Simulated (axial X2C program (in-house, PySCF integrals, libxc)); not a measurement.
# Spin–orbit effects down a group: molecules with V, PBE0

Computed with an in-house all-electron X2C program for linear molecules (integrals from PySCF), spin-free (one-electron X2C) or two-component (2c: spin–orbit coupling with atomic mean-field Coulomb and Gaunt terms, which also bring small scalar terms), in Dyall basis sets with cores contracted in-house; open shells are unrestricted.

Basis sets: H dyall-v3z, K dyall-cv3z, Li dyall-cv3z, Na dyall-cv3z, V dyall-cv3z.

```tsv
molecule	spin-free state	Re (Å)	ωe (cm⁻¹)	De (eV)	2c state	Re 2c (Å)	ωe 2c (cm⁻¹)	De 2c (eV)
VH	M_S = 2, Λ = 2	1.682	1659.7	n/a	Ω = 4	1.682	1659.1	n/a
LiV	M_S = 2, Λ = 2	2.657	284.7	n/a	Ω = 4	2.658	284.6	n/a
NaV	?	?	?	?	?	?	?	?
KV	M_S = 2, Λ = 0	3.433	106.1	n/a	Ω = 2	3.434	106.0	n/a
```

(1) Estimate the 2c Re and ωe of NaV as the mean of its neighbours in the table.

Each entry is the lowest single determinant of a limited PBE0 search at one distance. De goes to single-determinant-based atoms at the same level (for ions the charge split of lowest energy) and is withheld (n/a) where an atom does not fit its ground term or J level. Main or longest-lived isotopes. One determinant is a doubtful description, or other states lie close, for VH, LiV, NaV, KV; these need not be ground states, and all values refer to the states named. Some open-shell Ω = 0 determinants are out of reach, so the Ω given for VH, LiV, NaV, KV need not be the lowest component. With several unpaired electrons the Ω given is that of one determinant, not necessarily of the lowest component. The functionals have no current term, which raises determinants with orbital currents.

## Answers

(1) Re ≈ 3.046 Å, ωe ≈ 195.3 cm⁻¹. The PBE0 runs give the row below, so the estimate misses by -0.008 Å and 47.2 cm⁻¹.

```tsv
molecule	spin-free state	Re (Å)	ωe (cm⁻¹)	De (eV)	2c state	Re 2c (Å)	ωe 2c (cm⁻¹)	De 2c (eV)
NaV	M_S = 2, Λ = 0	3.053	148.1	n/a	Ω = 2	3.054	148.1	n/a
```
